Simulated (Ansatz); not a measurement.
## F2H2HfSe2: where a starting geometry ends

The starting geometry of this gas-phase singlet was optimised with GFN2-xTB.

```xyz
7

F    -0.2339   -2.0388   -0.2167
F     0.8662   -0.3899    1.8105
Hf    0.1619   -0.2560    0.1003
Se   -2.0230    0.8456    0.4466
Se    1.8718    0.5380   -1.4966
H    -2.4416    0.0038    1.5231
H     1.3313    1.7615   -2.0167
```

Task: Predict what becomes of its bonds when it is optimised with PBE0-D4/def2-SVP.

Result: It keeps its bonds.

The energy falls by 0.53 eV over 29 steps:

| step | E − E(last) (eV) |
| --- | --- |
| 1 | 0.528 |
| 4 | 0.133 |
| 7 | 0.104 |
| 10 | 0.043 |
| 13 | 0.009 |
| 17 | 0.005 |
| 20 | 0.003 |
| 23 | 0.001 |
| 26 | 0.000 |
| 29 | 0.000 |

Final geometry (Å):

```xyz
7

F    -0.1236   -2.2738   -0.1397
F     1.0493   -0.0051    1.6979
Hf    0.1260   -0.4043    0.0848
Se   -2.1530    0.7739    0.1312
Se    1.3229    0.5757   -1.9541
H    -2.4603    0.1139    1.4172
H     1.7714    1.6838   -1.0868
```

No frequencies were run, so the end isn't proven a minimum. Atoms past krypton carry core potentials, without spin–orbit terms. Run with Ansatz 0.2.0, 2.3 min on 2 threads of Arm Neoverse V2, with other jobs on the host.
